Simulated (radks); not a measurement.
The numbers below are computed, except where a source is named.
Sm61+, 1 electrons, occupied as 1s1. Code: a radial shooting solver on a logarithmic mesh with Libxc functionals. Model: scalar-relativistic Kohn-Sham, BLYP, spin-polarised, spherical densities, finite nucleus; open shells are filled with parallel spins first (spin-orbit coupling, left out, can overturn this in heavy ions); Fermi nuclear charge, rms radius 5.0819 fm. Some entries of the table are withheld. Estimate them.

orbital,occ.,eigenvalue (hartree),<r> (bohr)
1s up,1,-2016.157,0.02246
2s up,0,-505.4414,0.09033
2p up,0,(1),0.07796

Answer. 
(1) 2p up eigenvalue (hartree): -484.3107
